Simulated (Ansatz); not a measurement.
Compare A (`F[SiH](F)C[SiH3]`) with its isomer B (`C[SiH2][SiH](F)F`).

Program: Ansatz. Geometries: PBE0-D4/def2-TZVP. ΔE: electronic, gas phase. CBS: MP2 limit from def2 TZ/QZ plus the TZ coupled-cluster correction, frozen cores. DFT in def2-TZVPP. One conformer a species, not always the lowest.

(1) Which isomer does CCSD(T)/CBS put lower? Give the gap. (An estimate is asked.)

(2) Give E(B) − E(A) in kJ/mol with PBE0-D4, B2PLYP, MP2/def2-TZVPP, r2SCAN-D4, ωB97M-V, HF/def2-TZVPP, CCSD/def2-TZVPP. (An estimate is asked.)

Largest T1 diagnostic: 0.012.

Results:

(1) Computed: A, by 30.3 kJ/mol.

(2) Ansatz gave: PBE0-D4 20.5, B2PLYP 28.1, MP2/def2-TZVPP 37.3, r2SCAN-D4 26.0, ωB97M-V 33.7, HF/def2-TZVPP 34.8, CCSD/def2-TZVPP 32.2. None reverses the order clearly.

From PBE to PBE0 (25 % exact exchange), in def2-TZVPP and without D4, E(B) − E(A) moves by +6.4 kJ/mol.
